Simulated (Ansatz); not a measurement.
# A geometry optimisation of BClGaGeH2 with B3LYP-D3(BJ)/def2-SVP

The starting geometry of this gas-phase doublet was optimised with GFN2-xTB.

| atom | x (Å) | y (Å) | z (Å) |
| --- | --- | --- | --- |
| B | -1.0412 | -0.5599 | 0.6745 |
| Cl | 0.7329 | 1.8799 | -0.7265 |
| Ga | 1.7410 | -0.0969 | 0.0364 |
| Ge | -0.6470 | 1.3325 | 1.2634 |
| H | -0.9058 | -0.9553 | -0.4405 |
| H | -1.5224 | -1.3300 | 1.4271 |

**Question.** Where would you expect an optimisation with B3LYP-D3(BJ)/def2-SVP to take it?

**Answer.** A new bond forms, giving a structure with Cl2 bridging Ga3 and Ge4, given below by its coordinates. Contacts that close: B1–Ga3 (2.89 → 2.31 Å).

The energy falls by 0.30 eV over 9 steps:

| step | E − E(last) (eV) |
| --- | --- |
| 1 | 0.300 |
| 2 | 0.141 |
| 3 | 0.051 |
| 4 | 0.019 |
| 5 | 0.004 |
| 6 | 0.000 |
| 7 | 0.000 |
| 8 | 0.000 |
| 9 | 0.000 |

Final geometry (Å):

```xyz
6

B    -0.8459   -0.5541    0.6809
Cl    0.7789    1.9872   -0.6147
Ga    1.3734   -0.3872    0.0594
Ge   -0.8003    1.4572    1.1356
H    -0.8539   -0.8870   -0.5015
H    -1.2947   -1.3457    1.4747
```

Frequencies at the end are all real (lowest 124 cm⁻¹). Open shells are spin-unrestricted. Run with Ansatz 0.2.0, 62 s on 2 threads of Intel(R) Xeon(R) Platinum 8488C (Sapphire Rapids) (shared host).
